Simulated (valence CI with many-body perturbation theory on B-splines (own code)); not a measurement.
# E1 line list for Hg⁴⁹⁺

Method: relativistic CI+MBPT: three valence electrons over a frozen Dirac-Fock core [Ar] 3d10, radial functions for each j: 11 s, 11 p, 10 d, 8 f, 5 g, 2 h, with the one-electron correlation potential Σ1, the two-electron term Σ2, the three-electron term Σ3, Breit, model QED; selected CI, second order for the rest, scaled by the run's own slope (own B-spline code, finite nucleus).

The last digits are not significant, and no measured levels were compared; by estimate large intervals hold to a few tenths of a per cent, small ones and those within an open d or f shell to about a per cent.

Lines 201 to 250 of 562 in falling wavelength, among levels below 1028.0 eV, chosen from the strongest by gf and those to the six lowest levels. Wavelengths and rates use the calculated energies. Electric multipoles are in the length gauge with retardation, E1 and E2 with the static RPA response of the core. Weak lines are less certain than strong ones. Lines between different terms over intervals too small for the method are left out, as are lines whose strength nearly cancels. The highest levels of a list are the least certain.

Levels are named by their leading jj configuration (3d3/2^4 stands for four electrons in 3d with j = 3/2), which in mixed levels can hold well under half, so a name can repeat and another be missing. Letters in brackets count levels of one name in rising energy.

| λ vac (nm) | Upper | Lower | A (s⁻¹) | S (a.u.) with core polarisation | S without |
| --- | --- | --- | --- | --- | --- |
| 5.740 | (4s 4d5/2 4f5/2) J=9/2 [b] | (4s 4p3/2 4f5/2) J=9/2 | 4.94e+10 | 4.61e-02 | 4.87e-02 |
| 5.739 | (4p1/2 4p3/2 4f5/2) J=5/2 [b] | (4p1/2 4p3/2 4d3/2) J=3/2 [b] | 3.39e+11 | 1.90e-01 | 1.99e-01 |
| 5.737 | (4s 4p3/2 4f7/2) J=7/2 [b] | (4s 4p3/2 4d3/2) J=5/2 [b] | 1.71e+11 | 1.27e-01 | 1.34e-01 |
| 5.729 | (4s 4d5/2 4f5/2) J=3/2 [b] | (4s 4p3/2 4f5/2) J=3/2 [a] | 1.89e+11 | 7.04e-02 | 7.40e-02 |
| 5.728 | (4p1/2 4p3/2 4d5/2) J=5/2 [b] | (4p1/2 4p3/2^2) J=3/2 | 9.02e+11 | 5.02e-01 | 5.29e-01 |
| 5.721 | (4s 4d3/2 4d5/2) J=7/2 [b] | (4s 4p3/2 4d3/2) J=5/2 [a] | 8.43e+10 | 6.24e-02 | 6.55e-02 |
| 5.719 | (4p1/2 4p3/2 4f5/2) J=3/2 [b] | (4p1/2 4p3/2 4d3/2) J=1/2 [b] | 2.11e+11 | 7.78e-02 | 8.17e-02 |
| 5.704 | (4s 4p3/2 4f7/2) J=5/2 [a] | (4s 4p3/2 4d3/2) J=3/2 [b] | 1.92e+11 | 1.05e-01 | 1.11e-01 |
| 5.700 | (4s^2 4f5/2) J=5/2 | (4s^2 4d3/2) J=3/2 | 1.32e+11 | 7.24e-02 | 7.58e-02 |
| 5.692 | (4p3/2^2 4d5/2) J=5/2 [b] | (4p3/2^3) J=3/2 | 1.20e+12 | 6.55e-01 | 6.90e-01 |
| 5.688 | (4s 4p1/2 4d5/2) J=5/2 [b] | (4s 4p1/2 4p3/2) J=5/2 | 1.21e+11 | 6.58e-02 | 6.94e-02 |
| 5.684 | (4p1/2 4d5/2^2) J=5/2 | (4p1/2 4p3/2 4d5/2) J=5/2 [a] | 1.58e+11 | 8.57e-02 | 9.03e-02 |
| 5.678 | (4s 4d5/2 4f7/2) J=5/2 | (4s 4p3/2 4f7/2) J=7/2 [a] | 1.31e+11 | 7.09e-02 | 7.47e-02 |
| 5.674 | (4s 4p1/2 4f5/2) J=3/2 | (4s 4p1/2 4d3/2) J=1/2 | 2.31e+11 | 8.32e-02 | 8.73e-02 |
| 5.673 | (4p1/2 4p3/2 4f5/2) J=1/2 | (4p1/2 4p3/2 4d3/2) J=1/2 [b] | 2.46e+11 | 4.44e-02 | 4.66e-02 |
| 5.671 | (4p1/2 4p3/2 4f7/2) J=7/2 [b] | (4p1/2 4p3/2 4d3/2) J=5/2 [b] | 1.82e+11 | 1.31e-01 | 1.38e-01 |
| 5.670 | (4s 4d5/2 4f7/2) J=11/2 | (4s 4p3/2 4f7/2) J=9/2 [a] | 6.96e+10 | 7.52e-02 | 7.94e-02 |
| 5.669 | (4s 4d5/2^2) J=7/2 [a] | (4s 4p3/2 4d3/2) J=5/2 [b] | 2.44e+11 | 1.75e-01 | 1.84e-01 |
| 5.654 | (4s 4d3/2 4f5/2) J=3/2 [a] | (4s 4d3/2^2) J=3/2 | 1.49e+11 | 5.32e-02 | 5.58e-02 |
| 5.646 | (4s 4p1/2 4d5/2) J=3/2 | (4s 4p1/2 4p3/2) J=5/2 | 2.81e+10 | 1.00e-02 | 1.06e-02 |
| 5.636 | (4s 4d3/2 4d5/2) J=3/2 [b] | (4s 4p3/2 4d3/2) J=1/2 [a] | 1.26e+11 | 4.46e-02 | 4.68e-02 |
| 5.630 | (4s 4d3/2 4f5/2) J=5/2 [a] | (4s 4d3/2^2) J=3/2 | 1.03e+11 | 5.45e-02 | 5.72e-02 |
| 5.629 | (4s 4d3/2 4f5/2) J=7/2 [b] | (4s 4d3/2^2) J=5/2 | 2.50e+11 | 1.76e-01 | 1.85e-01 |
| 5.626 | (4s 4p3/2 4f7/2) J=9/2 [a] | (4s 4p3/2 4d3/2) J=7/2 | 1.45e+11 | 1.28e-01 | 1.34e-01 |
| 5.625 | (4s 4d3/2 4f5/2) J=3/2 [b] | (4s 4d3/2^2) J=1/2 | 1.95e+11 | 6.84e-02 | 7.18e-02 |
| 5.625 | (4p1/2 4d5/2^2) J=3/2 | (4p1/2 4p3/2 4d5/2) J=3/2 [a] | 1.59e+11 | 5.57e-02 | 5.87e-02 |
| 5.620 | (4s 4d5/2 4f5/2) J=9/2 [a] | (4s 4d3/2 4d5/2) J=9/2 | 1.78e+11 | 1.56e-01 | 1.64e-01 |
| 5.619 | (4s 4d5/2 4f5/2) J=1/2 [a] | (4s 4d3/2 4d5/2) J=3/2 [b] | 2.80e+11 | 4.90e-02 | 5.16e-02 |
| 5.611 | (4p1/2 4p3/2 4f5/2) J=7/2 [b] | (4p1/2 4p3/2 4d3/2) J=5/2 [b] | 5.95e+11 | 4.15e-01 | 4.37e-01 |
| 5.607 | (4s 4d3/2 4d5/2) J=5/2 [b] | (4s 4p3/2 4d3/2) J=3/2 [a] | 2.16e+11 | 1.13e-01 | 1.19e-01 |
| 5.576 | (4s 4d5/2^2) J=3/2 | (4s 4p3/2 4d5/2) J=3/2 [a] | 1.92e+11 | 6.58e-02 | 6.93e-02 |
| 5.572 | (4p1/2 4d5/2^2) J=9/2 | (4p1/2 4p3/2 4d5/2) J=9/2 | 6.51e+10 | 5.56e-02 | 5.86e-02 |
| 5.569 | (4s 4d3/2 4f5/2) J=5/2 [b] | (4s 4d3/2^2) J=5/2 | 1.89e+11 | 9.67e-02 | 1.02e-01 |
| 5.567 | (4s 4d3/2 4f5/2) J=1/2 | (4s 4d3/2^2) J=1/2 | 4.55e+11 | 7.74e-02 | 8.14e-02 |
| 5.557 | (4s 4p3/2 4f5/2) J=5/2 [b] | (4s 4p3/2 4d3/2) J=3/2 [b] | 1.36e+11 | 6.94e-02 | 7.28e-02 |
| 5.555 | (4s 4p3/2 4f5/2) J=7/2 | (4s 4p3/2 4d3/2) J=5/2 [a] | 4.12e+11 | 2.79e-01 | 2.93e-01 |
| 5.521 | (4s 4d5/2 4f5/2) J=3/2 [a] | (4s 4d3/2 4d5/2) J=3/2 [a] | 3.87e+11 | 1.29e-01 | 1.35e-01 |
| 5.513 | (4s 4d5/2 4f5/2) J=5/2 [a] | (4s 4d3/2 4d5/2) J=5/2 [a] | 3.53e+11 | 1.75e-01 | 1.84e-01 |
| 5.504 | (4s 4p3/2 4d5/2) J=7/2 [b] | (4s 4p3/2^2) J=5/2 | 7.42e+11 | 4.88e-01 | 5.15e-01 |
| 5.500 | (4s 4d5/2 4f5/2) J=9/2 [b] | (4s 4p3/2 4f5/2) J=7/2 | 9.25e+10 | 7.60e-02 | 7.99e-02 |
| 5.497 | (4s 4p3/2 4f5/2) J=5/2 [a] | (4s 4p3/2 4d3/2) J=5/2 [a] | 1.89e+11 | 9.27e-02 | 9.76e-02 |
| 5.492 | (4p1/2 4p3/2 4f7/2) J=9/2 [a] | (4p1/2 4p3/2 4d3/2) J=7/2 | 4.06e+11 | 3.32e-01 | 3.49e-01 |
| 5.492 | (4s 4p3/2 4f5/2) J=5/2 [a] | (4s 4p3/2 4d3/2) J=3/2 [a] | 2.85e+11 | 1.40e-01 | 1.47e-01 |
| 5.475 | (4s 4p1/2 4f5/2) J=7/2 | (4s 4p1/2 4d3/2) J=5/2 | 2.05e+11 | 1.33e-01 | 1.40e-01 |
| 5.474 | (4s 4d5/2 4f5/2) J=7/2 [a] | (4s 4d3/2 4d5/2) J=7/2 [a] | 2.85e+11 | 1.84e-01 | 1.94e-01 |
| 5.469 | (4s 4p3/2 4f7/2) J=5/2 [b] | (4s 4p3/2 4d5/2) J=5/2 [a] | 1.42e+11 | 6.88e-02 | 7.26e-02 |
| 5.458 | (4s 4p3/2 4f5/2) J=3/2 [a] | (4s 4p3/2 4d3/2) J=1/2 [a] | 1.34e+11 | 4.31e-02 | 4.53e-02 |
| 5.456 | (4s 4p3/2 4f5/2) J=3/2 [a] | (4s 4p3/2 4d3/2) J=3/2 [a] | 2.22e+11 | 7.10e-02 | 7.48e-02 |
| 5.454 | (4p3/2^2 4d3/2) J=7/2 | (4s 4p3/2 4d5/2) J=5/2 [b] | 1.50e+11 | 9.58e-02 | 1.01e-01 |
| 5.451 | (4p1/2^2 4f5/2) J=5/2 | (4p1/2^2 4d3/2) J=3/2 | 3.59e+11 | 1.72e-01 | 1.81e-01 |
